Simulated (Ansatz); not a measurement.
Reaction (formal exchange of groups at a C–Ge bond): `C#[C][Ge]([CH3])([F])[F]` + BH₃ → `BC#C` + `[CH3][GeH]([F])[F]`

Gas-phase electronic energies from Ansatz, PBE0-D4/def2-TZVP geometries. CBS: MP2 limit from def2 TZ/QZ plus the TZ coupled-cluster correction, frozen cores. This one scheme is used for every species. Functionals use def2-TZVPP. B3LYP here is the variant with VWN-RPA as its local correlation; programs differ in this. For Ge outer-core shells are correlated without core-valence functions, which leaves a few kJ/mol of doubt a bond. Scalar relativity is left out up to krypton.

```json
{"level": "revPBE-D4", "ΔE (kcal/mol)": "-12.8", "difference from CCSD(T)/CBS": "-3.6"}
{"level": "B3LYP-D4", "ΔE (kcal/mol)": "-11.8", "difference from CCSD(T)/CBS": "-2.6"}
{"level": "BHLYP-D4", "ΔE (kcal/mol)": "-10.1", "difference from CCSD(T)/CBS": "-0.9"}
{"level": "CAM-B3LYP-D4", "ΔE (kcal/mol)": "-11.1", "difference from CCSD(T)/CBS": "-1.9"}
{"level": "PBE-QIDH", "ΔE (kcal/mol)": "-9.7", "difference from CCSD(T)/CBS": "-0.5"}
{"level": "revPBE", "ΔE (kcal/mol)": "-13.9", "difference from CCSD(T)/CBS": "-4.7"}
{"level": "B3LYP", "ΔE (kcal/mol)": "-13.0", "difference from CCSD(T)/CBS": "-3.8"}
{"level": "r2SCAN0", "ΔE (kcal/mol)": "-11.7", "difference from CCSD(T)/CBS": "-2.5"}
{"level": "RPA@PBE/def2-TZVPP", "ΔE (kcal/mol)": "-6.7", "difference from CCSD(T)/CBS": "2.5"}
{"level": "HF/def2-SVP", "ΔE (kcal/mol)": "-9.5", "difference from CCSD(T)/CBS": "-0.3"}
{"level": "CCSD/def2-SVP", "ΔE (kcal/mol)": "-9.4", "difference from CCSD(T)/CBS": "-0.2"}
{"level": "CCSD(T)/def2-SVP", "ΔE (kcal/mol)": "-9.6", "difference from CCSD(T)/CBS": "-0.4"}
{"level": "MP2/def2-TZVPP", "ΔE (kcal/mol)": "-7.2", "difference from CCSD(T)/CBS": "2.0"}
{"level": "CCSD(T)/def2-TZVPP", "ΔE (kcal/mol)": "-7.7", "difference from CCSD(T)/CBS": "1.5"}
{"level": "HF/def2-QZVPP", "ΔE (kcal/mol)": "-8.8", "difference from CCSD(T)/CBS": "0.4"}
{"level": "MP2/CBS(def2)", "ΔE (kcal/mol)": "-8.7", "difference from CCSD(T)/CBS": "0.5"}
{"level": "CCSD(T)/CBS", "ΔE (kcal/mol)": "-9.2", "difference from CCSD(T)/CBS": "0"}
```

Largest T1 diagnostic among the species: 0.014.

In def2-TZVPP, CCSD(T) changes the Hartree–Fock value by +0.8 kcal/mol (the triples alone add −0.1 kcal/mol) and MP2 by +1.3 kcal/mol. Leaving LDA and LC-ωPBE aside and taking each functional with its dispersion term where it has one, the values, not all of them listed here, spread over 4.2 kcal/mol, from B97M-V to ωB97X-V. LDA lies −1.6 kcal/mol from PBE without D4.

CCSD(T)/CBS has its own doubt, a few kJ/mol and more with outer-core shells, so smaller differences from it don't rank the levels.
